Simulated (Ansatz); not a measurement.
## Nudged elastic band run: C2H8O2Si2

Input:

```yaml
crystal:
  periodic: [false, false, false]
  atoms:
    - { symbol: C, position_ang: [-1.326904, 1.873319, 0.752941] }
    - { symbol: O, position_ang: [-1.197937, 0.504804, 1.023744] }
    - { symbol: Si, position_ang: [-0.859591, -0.707524, -0.025811] }
    - { symbol: Si, position_ang: [0.984679, -1.944177, 0.404444] }
    - { symbol: C, position_ang: [0.792733, -0.571385, -0.959655] }
    - { symbol: O, position_ang: [1.500731, 0.63384, -0.940296] }
    - { symbol: H, position_ang: [-2.20779, 2.07201, 0.137058] }
    - { symbol: H, position_ang: [-1.444685, 2.400183, 1.697832] }
    - { symbol: H, position_ang: [-0.443515, 2.25592, 0.2416] }
    - { symbol: H, position_ang: [-2.037172, -1.118166, -0.815121] }
    - { symbol: H, position_ang: [1.802284, -1.554472, 1.57127] }
    - { symbol: H, position_ang: [1.278824, -3.316429, -0.059195] }
    - { symbol: H, position_ang: [0.721333, -1.022051, -1.957616] }
    - { symbol: H, position_ang: [2.42391, 0.464929, -1.042294] }
basis:
  gaussian: { orbitals: def2-SVP }
hamiltonian:
  xc: hf
neb:
  order_check: false
  images: 5
  f_tol: 0.05
  max_iterations: 60
  initial_path: idpp
  spring: 0.5
  final_atoms:
    - { symbol: C, position_ang: [-1.3808189, 1.85437045, 0.70436129] }
    - { symbol: O, position_ang: [-1.2721392, 0.47797667, 0.94190611] }
    - { symbol: Si, position_ang: [-0.85479818, -0.70093391, -0.11741568] }
    - { symbol: Si, position_ang: [0.94501058, -1.9612538, 0.41867909] }
    - { symbol: C, position_ang: [0.86777633, -0.54405868, -0.91069556] }
    - { symbol: O, position_ang: [1.57541907, 0.65609503, -0.79457766] }
    - { symbol: H, position_ang: [-1.58111383, 2.35113561, 1.65179978] }
    - { symbol: H, position_ang: [-0.45736836, 2.25265048, 0.28350392] }
    - { symbol: H, position_ang: [-2.2057896, 2.07297545, 0.02112764] }
    - { symbol: H, position_ang: [-1.96657875, -1.07818389, -1.0118879] }
    - { symbol: H, position_ang: [1.66699564, -1.61434962, 1.65993366] }
    - { symbol: H, position_ang: [1.27087097, -3.31977048, -0.06425222] }
    - { symbol: H, position_ang: [0.87624605, -0.96181254, -1.925369] }
    - { symbol: H, position_ang: [2.50318817, 0.48596023, -0.82821245] }
```

Command:

```bash
$ ansatz run input.yaml --threads 2 --pin off --max-ram 3072MiB --backend cpu --events-out ev --progress --plain --runs-dir out
```

Output, in part (warnings, iteration lines, the closing report on the highest movable image, with atoms numbered from 0):

```
NEB end point (image 0): max|allowed force component| = 6.564e-3 eV/Å (the criterion of neb.relax_end_points is 1.000e-2)
NEB end point (image 6): max|allowed force component| = 1.130e-2 eV/Å (the criterion of neb.relax_end_points is 1.000e-2)
NEB iter   1: max|band force component| = 5.381e-1 eV/Å  barrier→ = 0.0490 eV  barrier← = 0.0490 eV  Δτ_max = 0.0740 Å  (251 SCF iters)
NEB iter   2: max|band force component| = 1.885e-1 eV/Å  barrier→ = 0.0223 eV  barrier← = 0.0223 eV  CI = image 3  Δτ_max = 0.0152 Å  (173 SCF iters)
NEB iter   3: max|band force component| = 9.251e-2 eV/Å  barrier→ = 0.0214 eV  barrier← = 0.0214 eV  CI = image 3  Δτ_max = 0.0347 Å  (141 SCF iters)
NEB iter   4: max|band force component| = 4.986e-2 eV/Å  barrier→ = 0.0205 eV  barrier← = 0.0205 eV  CI = image 3  Δτ_max = 0.0000 Å  (335 SCF iters)
Total energy: -21975.19346709 eV, -807.5734645943 hartree
Atom 0 at    -1.448558     1.860792     0.463285 Å, force     0.003192    -0.044596     0.032312 eV/Å
Atom 1 at    -1.436960     0.475730     0.673645 Å, force    -0.008541     0.033835     0.005513 eV/Å
Atom 2 at    -0.836522    -0.706026    -0.287600 Å, force    -0.024585    -0.010935     0.009550 eV/Å
Atom 3 at     0.832257    -1.972635     0.564629 Å, force    -0.003687     0.006157     0.014906 eV/Å
Atom 4 at     1.000633    -0.544796    -0.745892 Å, force     0.028253    -0.013568    -0.020138 eV/Å
Atom 5 at     1.662278     0.658250    -0.483602 Å, force     0.002728     0.001890    -0.000348 eV/Å
Atom 6 at    -2.465418     2.233113     0.585759 Å, force    -0.008317     0.009392    -0.009931 eV/Å
Atom 7 at    -0.806094     2.350296     1.194505 Å, force     0.006248    -0.011638    -0.006087 eV/Å
Atom 8 at    -1.092323     2.126329    -0.533199 Å, force     0.005332     0.024468    -0.015643 eV/Å
Atom 9 at    -1.766086    -1.085176    -1.368625 Å, force    -0.000901    -0.006361    -0.005039 eV/Å
Atom 10 at     1.318333    -1.638740     1.919214 Å, force    -0.000265    -0.002641    -0.002592 eV/Å
Atom 11 at     1.237279    -3.327630     0.134839 Å, force     0.003395     0.001501    -0.000649 eV/Å
Atom 12 at     1.206567    -0.952639    -1.743401 Å, force     0.000171     0.008994    -0.003393 eV/Å
Atom 13 at     2.581514     0.493932    -0.344656 Å, force    -0.003024     0.003503     0.001539 eV/Å
Dipole moment:     0.182736    -0.004893    -0.148853 e Å
```

It converged. Another band between the same ends (5 images) ends at a top of the same energy, where a vibrational analysis finds 1 clearly imaginary mode.

Final band (atoms are numbered from 1 in the order of the input):

```tsv
image	path coordinate (Å)	energy (eV)	dihedral H9–C1–O2–Si3 (°)
0	0.00	0.000	-54
1	0.58	0.005	-35
2	1.16	0.016	-15
3	1.74	0.021	7
4	2.34	0.016	28
5	2.94	0.006	47
6	3.54	0.000	67
```

The run took 52 s on 2 threads of Arm Neoverse V2 (shared host), peak memory 0.31 GiB.
